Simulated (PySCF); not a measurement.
# `C[C@@H]1[C@@H]2C[C@H]1[C@H](N)C2`, C7H13N

Molfile (atoms numbered from 1):
```
C7H13N
     RDKit          3D

 21 22  0  0  0  0  0  0  0  0999 V2000
   -2.0265    0.3469   -1.1827 C   0  0  0  0  0  0  0  0  0  0  0  0
   -0.8581   -0.1931   -0.3789 C   0  0  2  0  0  0  0  0  0  0  0  0
   -0.6050    0.4177    1.0144 C   0  0  2  0  0  0  0  0  0  0  0  0
    0.1623    1.5438    0.3053 C   0  0  0  0  0  0  0  0  0  0  0  0
    0.5337    0.4091   -0.6601 C   0  0  1  0  0  0  0  0  0  0  0  0
    1.4402   -0.4527    0.2505 C   0  0  2  0  0  0  0  0  0  0  0  0
    1.7685   -1.7883   -0.1978 N   0  0  0  0  0  0  0  0  0  0  0  0
    0.5465   -0.4541    1.5189 C   0  0  0  0  0  0  0  0  0  0  0  0
   -2.0368    1.4321   -1.2185 H   0  0  0  0  0  0  0  0  0  0  0  0
   -1.9787   -0.0262   -2.2046 H   0  0  0  0  0  0  0  0  0  0  0  0
   -2.9642    0.0119   -0.7423 H   0  0  0  0  0  0  0  0  0  0  0  0
   -0.9085   -1.2863   -0.3945 H   0  0  0  0  0  0  0  0  0  0  0  0
   -1.4175    0.6217    1.7068 H   0  0  0  0  0  0  0  0  0  0  0  0
    0.9764    2.0122    0.8561 H   0  0  0  0  0  0  0  0  0  0  0  0
   -0.4714    2.3101   -0.1299 H   0  0  0  0  0  0  0  0  0  0  0  0
    0.8825    0.6023   -1.6723 H   0  0  0  0  0  0  0  0  0  0  0  0
    2.3931    0.0552    0.4319 H   0  0  0  0  0  0  0  0  0  0  0  0
    0.9287   -2.3096   -0.4265 H   0  0  0  0  0  0  0  0  0  0  0  0
    2.3456   -1.7493   -1.0309 H   0  0  0  0  0  0  0  0  0  0  0  0
    1.0507   -0.0219    2.3815 H   0  0  0  0  0  0  0  0  0  0  0  0
    0.2298   -1.4646    1.7731 H   0  0  0  0  0  0  0  0  0  0  0  0
  1  2  1  0
  2  3  1  0
  3  4  1  0
  4  5  1  0
  5  6  1  0
  6  7  1  0
  6  8  1  0
  5  2  1  0
  8  3  1  0
  1  9  1  0
  1 10  1  0
  1 11  1  0
  2 12  1  1
  3 13  1  1
  4 14  1  0
  4 15  1  0
  5 16  1  6
  6 17  1  1
  7 18  1  0
  7 19  1  0
  8 20  1  0
  8 21  1  0
M  END
```

Method: PySCF 2.14.0, TDDFT PBE0/def2-SVPD circular dichroism and optical rotation, one conformer, gas phase. Geometry: GFN2-xTB.

The molecule is flexible and this is one conformer; a measurement averages over conformers. States above about 6.7 eV (minus the energy of the highest occupied orbital) lie near or above the ionisation threshold and depend on the basis.

Task: Draw the ECD and absorption spectra from the lowest 16 states, each a Gaussian of half-width 0.25 eV at 1/e height.

Result: 
| E (eV) | λ (nm) | Δε (L mol⁻¹ cm⁻¹) | ε (L mol⁻¹ cm⁻¹) |
| --- | --- | --- | --- |
| 5.75 | 216 | -0.05 | 31.4 |
| 5.90 | 210 | -0.35 | 241 |
| 6.05 | 205 | -1.32 | 904 |
| 6.20 | 200 | -2.39 | 1650 |
| 6.35 | 195 | -2.11 | 1520 |
| 6.50 | 191 | -0.97 | 908 |
| 6.65 | 186 | -0.82 | 774 |
| 6.80 | 182 | -1.61 | 758 |
| 6.95 | 178 | -1.99 | 445 |
| 7.10 | 175 | -1.80 | 153 |
| 7.25 | 171 | -1.39 | 55 |
| 7.40 | 168 | -1.44 | 108 |
| 7.55 | 164 | -4.00 | 436 |
| 7.70 | 161 | -10.65 | 1270 |
| 7.85 | 158 | -18.64 | 2480 |
| 8.00 | 155 | -17.45 | 3290 |
| 8.15 | 152 | +1.14 | 3500 |
| 8.30 | 149 | +26.97 | 3670 |
| 8.45 | 147 | +34.07 | 3630 |

Δε uses R in velocity form, ε uses f in length form. Only the states computed contribute, so the short-wavelength end is incomplete.

The sign of the CD band at 155 nm isn't settled: the length form gives the opposite one.
